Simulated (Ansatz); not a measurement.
`C[O][Mg][F]` + silanol → `C[O][Mg][O][SiH3]` + H–F at 500 K and 1 bar (ligand exchange at a Mg–F bond).

Program: Ansatz. Geometries: PBE0-D4/def2-TZVP. ΔE: electronic, gas phase. CCSD(T)/CBS is the MP2 limit (def2-TZVPP, def2-QZVPP) plus CCSD(T) − MP2 in def2-TZVPP, frozen cores. This one scheme is used for every species. For Mg outer-core shells are correlated without core-valence functions, which leaves a few kJ/mol of doubt a bond. Each species was taken in one conformer, which may not be the lowest.

| species | CCSD(T)/CBS energy (Eh) | H − E (kJ/mol) | S (J/(mol·K)) |
| --- | --- | --- | --- |
| `C[O][Mg][F]` | -414.81589 | 149.0 | 354.9 |
| `O[SiH3]` | -366.69042 | 127.5 | 292.9 |
| `C[O][Mg][O][SiH3]` | -681.10456 | 238.2 | 471.0 |
| H–F | -100.39570 | 39.4 | 188.7 |

H − E and S are ideal-gas, rigid-rotor, harmonic terms from PBE0-D4/def2-TZVP, for one conformer and one mirror image of each species. 1 Eh = 2625.50 kJ/mol, R = 8.31446 J/(mol·K).

**Question.** By hand: ΔE, ΔH, ΔS and ΔG.

**Answer.** ΔE = (-681.10456) + (-100.39570) − (-414.81589) − (-366.69042) = 0.00605 Eh = 15.9 kJ/mol. Δ(H − E) = 238.2 + 39.4 − 149.0 − 127.5 = 1.1, so ΔH = 17.0 kJ/mol. ΔS = 471.0 + 188.7 − 354.9 − 292.9 = 11.9 J/(mol·K). ΔG = 17.0 − 500 × (11.9)/1000 = 11.1 kJ/mol.

**Question.** By hand: the equilibrium constant, and the temperature at which ΔG would vanish if ΔH and ΔS stayed fixed.

**Answer.** log₁₀ K = −ΔG/(RT ln 10) = -1.2. ΔG = 0 at ΔH/ΔS = 1429 K, though so small a ΔS makes that figure unsure.

TΔS isn't small against ΔH here. A doubt of 5 kJ/mol in ΔE shifts log₁₀ K by 0.5 here. Other conformers and mirror images would add mixing entropy, several J/(mol·K) or more a flexible species. Modes under 60 cm⁻¹, often nearly free rotors, make the harmonic entropy too high. These are equilibria of isolated gas molecules and say nothing of rates. Largest T1 diagnostic: 0.012 (customary marks: 0.02 for closed shells, 0.045 for open ones).
